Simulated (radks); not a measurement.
The numbers below are computed, except where a source is named.
Q: Sr I, configuration [Kr] 5s2 (the NIST ground configuration). Code: a radial shooting solver on a logarithmic mesh with Libxc functionals. Model: Dirac Kohn-Sham, PBE, spin-unpolarised, spherical densities, point nucleus.

Spin-orbit splittings of the eigenvalues, e(l+1/2) - e(l-1/2), with zeta = 2 splitting/(2l+1) and mean radii in bohr:

shell  occ.  splitting (eV)  zeta (eV)  <r> j=l-1/2  <r> j=l+1/2
2p        6           68.41      45.61       0.1475       0.1517
3p        6           10.49      6.991       0.4913       0.5018
3d       10           1.830     0.7320       0.4962       0.4998
4p        6               ?          ?        1.545        1.579

Estimate the 4p splitting.

A: 1.160 eV (zeta = 0.7734 eV).
